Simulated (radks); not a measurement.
Initial-state core-level shifts of neutral copper when its valence configuration changes from [Ar] 3d10 4s1. Method: Dirac Kohn-Sham, BLYP, spin-unpolarised, spherical densities, finite nucleus; open shells fill j = l - 1/2 first; Fermi nuclear charge, rms radius 3.8823 fm; computed with a radial shooting solver on a logarithmic mesh with Libxc functionals. Shifts are changes of the shell-averaged eigenvalues in eV (positive: less bound); the change of the density at the nucleus, which sets a Mossbauer isomer shift, is in e/bohr^3, on a base of 2.22e+04.

valence,2s,2p,3s,3p,density at nucleus
3d9 4s1 4p1,-7.634,-7.581,-7.255,-7.135,+3.441
3d10 4p1,-1.908,-1.918,-2.047,-2.061,-6.999
3d9 4s2,-5.676,-5.617,-5.203,-5.078,+10.958
3d8 4s2 4p1,-15.133,-14.999,-13.744,-13.446,+18.082
3d8 4s1 4p2,-16.766,-16.633,-15.431,-15.130,+8.081
3d9 4p2,-9.244,-9.196,-8.956,-8.839,-5.621
3d9.5 4s1 4p0.5,-3.637,-3.614,-3.512,-3.462,+1.569
3d10 4s0.5 4p0.5,-1.035,-1.041,-1.107,-1.115,-3.289
3d9.5 4s1.5,-2.589,-2.562,-2.405,-2.349,+4.949
